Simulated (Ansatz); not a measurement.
`C=CO[SiH2]F` → 2 C• + F• + 5 H• + O• + Si•  (atomization)

Calculated with Ansatz (gas phase, PBE0-D4/def2-TZVP geometries, no zero-point term in ΔE). CBS: MP2 limit from def2 TZ/QZ plus the TZ coupled-cluster correction, frozen cores. This one scheme is used for every species, atoms too. Functionals use def2-TZVPP. B3LYP here is the variant with VWN-RPA as its local correlation; programs differ in this. No spin–orbit coupling; open shells (•) take unrestricted orbitals. Spin–orbit coupling would lower the free atoms: a little for C, F, O, Si. Each species was taken in one conformer, which may not be the lowest.

```csv
level,ΔE (kJ/mol),difference from CCSD(T)/CBS
PBE-D4,4077.3,56.3
r2SCAN-D4,4019.4,-1.6
PBE0-D4,3995.4,-25.6
B3LYP-D4,4006.6,-14.4
ωB97X-V,4017.2,-3.8
ωB97M-V,4020.9,-0.1
B2PLYP,3977.5,-43.5
PBE,4059.8,38.8
r2SCAN,4015.0,-6.0
PBE0,3980.7,-40.3
B3LYP,3978.6,-42.4
HF/def2-TZVPP,2960.5,-1060.5
MP2/def2-TZVPP,4001.1,-19.9
SCS-MP2/def2-TZVPP,3972.4,-48.6
CCSD/def2-TZVPP,3854.3,-166.7
CCSD(T)/def2-TZVPP,3913.2,-107.8
HF/def2-QZVPP,2970.2,-1050.8
MP2/def2-QZVPP,4066.3,45.3
SCS-MP2/def2-QZVPP,4044.2,23.2
HF/CBS(def2),2971.6,-1049.4
MP2/CBS(def2),4108.9,87.9
CCSD/CBS(def2),3962.0,-59.0
CCSD(T)/CBS,4021.0,0
```

Largest T1 diagnostic among the species: 0.012.

The D4 term adds +28.0 kJ/mol with B3LYP and +14.7 kJ/mol with PBE0; it sums over pairs of atoms, weighted by their polarisabilities, and B3LYP, whose exchange is more repulsive, gets the larger term. From PBE to PBE0 (25 % exact exchange), in def2-TZVPP and without D4, ΔE moves by −79.1 kJ/mol: exact exchange takes away binding that semilocal exchange gives to molecules. In def2-TZVPP, CCSD(T) changes the Hartree–Fock value by +952.7 kJ/mol (the triples alone add +58.9 kJ/mol) and MP2 by +1040.6 kJ/mol; breaking electron pairs costs correlation energy, which Hartree–Fock lacks.

For atomizations the MP2-based limit and the directly extrapolated one differ by several kJ/mol either way, and by 10 to 25 for some Ge, Se and Sn compounds, so smaller differences from it don't rank the levels.
